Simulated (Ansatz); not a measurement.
The same path of GeH4 + H2O (8 atoms, charge 0, multiplicity 1) was run twice with different band settings. Lost on the way: Ge1–H2, O6–H8. Made: Ge1–O6, H2–H8.

Method: RKS PBE/def2-SVP in Ansatz 0.2.0.

Relaxed end points:

```xyz
8
Properties=species:S:1:pos:R:3
Ge 0.371 0.036 -0.141
H 0.345 -0.104 1.403
H 1.855 -0.020 -0.596
H -0.249 1.380 -0.577
H -0.379 -1.154 -0.787
O -2.644 0.039 0.971
H -2.597 -0.919 0.793
H -2.168 0.113 1.820
```

```xyz
8
Properties=species:S:1:pos:R:3
Ge -0.187 -0.054 -0.839
H -1.281 0.412 3.489
H 1.167 -0.570 -0.272
H -0.138 1.463 -1.123
H -0.556 -0.853 -2.123
O -1.502 -0.216 0.394
H -1.635 -1.150 0.639
H -1.334 0.339 2.723
```

Common settings: movable images 7; climbing image yes; spring 5.0 eV/Å²; optimiser quadratic models (default); force threshold 0.03 eV/Å; iteration limit 60; end points relaxed.

| run | start path |
| --- | --- |
| 1 | through a guess of the saddle point |
| 2 | straight line |

What does each run give, and how far can it be trusted?

Run 1: converged after 24 iterations, highest image 1.712 eV above the first end. Neighbouring images differ by up to 1.2 eV, so the band resolves the path poorly. A vibrational analysis at the climbing image gives one clearly imaginary mode, 1225i cm⁻¹: a first-order saddle point.
Run 2: converged after 20 iterations, highest image 1.712 eV above the first end. Neighbouring images differ by up to 1.2 eV, so the band resolves the path poorly. Another band between the same ends (7 images) ends at a top of the same energy, where a vibrational analysis finds 1 clearly imaginary mode.
The orbitals stay closed-shell, which can raise the energy where a bond breaks towards radicals; this wasn't checked here.
